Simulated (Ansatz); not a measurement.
Consider the cleavage of the Si–Si bond: `C[SiH](C)[SiH2]F` + dimethylamine → `CN(C)[SiH](C)C` + `F[SiH3]`.

Gas-phase electronic energies from Ansatz, PBE0-D4/def2-TZVP geometries. CCSD(T)/CBS is the MP2 limit (def2-TZVPP, def2-QZVPP) plus CCSD(T) − MP2 in def2-TZVPP, frozen cores. This one scheme is used for every species. Functionals use def2-TZVPP. Each species was taken in one conformer, which may not be the lowest.

Q: Is it downhill or uphill in electronic energy at CCSD(T)/CBS, and by how much? (Best estimate.)

A: Ansatz gave: Downhill: ΔE = -60.9 kJ/mol.

Q: What do these levels give: r2SCAN0-D4, BHLYP-D4, BLYP, r2SCAN, SCS-MP2/def2-TZVPP, SCS-MP2/def2-QZVPP? (Best estimate.)

A: Computed: r2SCAN0-D4 -56.1, BHLYP-D4 -63.9, BLYP -43.6, r2SCAN -51.3, SCS-MP2/def2-TZVPP -70.6, SCS-MP2/def2-QZVPP -69.9 kJ/mol.

Largest T1 diagnostic among the species: 0.011.

From BLYP to BHLYP (50 % exact exchange), in def2-TZVPP and without D4, ΔE moves by −15.6 kJ/mol. The D4 term adds −8.1 kJ/mol with B3LYP and −4.7 kJ/mol with PBE0; it sums over pairs of atoms, weighted by their polarisabilities, and B3LYP, whose exchange is more repulsive, gets the larger term. Leaving LDA and LC-ωPBE aside and taking each functional with its dispersion term where it has one, the values, not all of them listed here, spread over 24.4 kJ/mol, from BHLYP-D4 to PBE-D4. LDA lies −14.4 kJ/mol from PBE without D4.

B3LYP here is the variant with VWN-RPA as its local correlation; programs differ in this.
